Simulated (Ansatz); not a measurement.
Reactions of BClGeH4, SMILES `[BH2][GeH2][Cl]`.

Isolated molecules relaxed with PBE0-D4/def2-TZVP in Ansatz; ΔE leaves out vibrations. CBS: MP2 limit from def2 TZ/QZ plus the TZ coupled-cluster correction, frozen cores. This one scheme is used for every species. Elements past krypton have def2 core potentials. For Br, Ge, Nb, Se, Sn outer-core shells are correlated without core-valence functions, which leaves a few kJ/mol of doubt a bond. Scalar relativity is left out up to krypton. One conformer a species, not always the lowest.

Question: Order these by ΔE at CCSD(T)/CBS, lowest first. (Best estimate.)
A. `[BH2][GeH2][Cl]` + `[SiH3][SiH2][SeH]` → `B[Se][SiH2][SiH3]` + `[Cl][GeH3]`
B. `[BH2][GeH2][Cl]` + `CC(=N)BCl` → `[BH2][GeH2][C](C)=N` + `ClBCl`
C. `[BH2][GeH2][Cl]` + HBr → `[Cl][GeH2][Br]` + BH₃
D. `[BH2][GeH2][Cl]` + `OC(O)O` → `BOC(O)O` + `[Cl][GeH3]`
E. `[BH2][GeH2][Cl]` + `C[O][SnH]([OH])[OH]` → `[BH2][GeH2][O]C` + `[OH][SnH]([OH])[Cl]`
F. `[BH2][GeH2][Cl]` + `[O]=[Nb]([OH])([OH])[OH]` → `[BH2][GeH2][OH]` + `[O]=[Nb]([OH])([OH])[Cl]`
G. `[BH2][GeH2][Cl]` + CH₃OH → `[BH2][GeH2][O]C` + HCl
H. `[BH2][GeH2][Cl]` + `FCCF` → `[BH2][GeH2][F]` + `FCCCl`

Answer: D (-144.9 kJ/mol), A (-98.4 kJ/mol), C (-81.2 kJ/mol), E (-18.0 kJ/mol), H (-6.0 kJ/mol), B (+4.0 kJ/mol), F (+19.4 kJ/mol), G (+48.8 kJ/mol).

Largest T1 diagnostic: 0.022, for `[O]=[Nb]([OH])([OH])[OH]`.
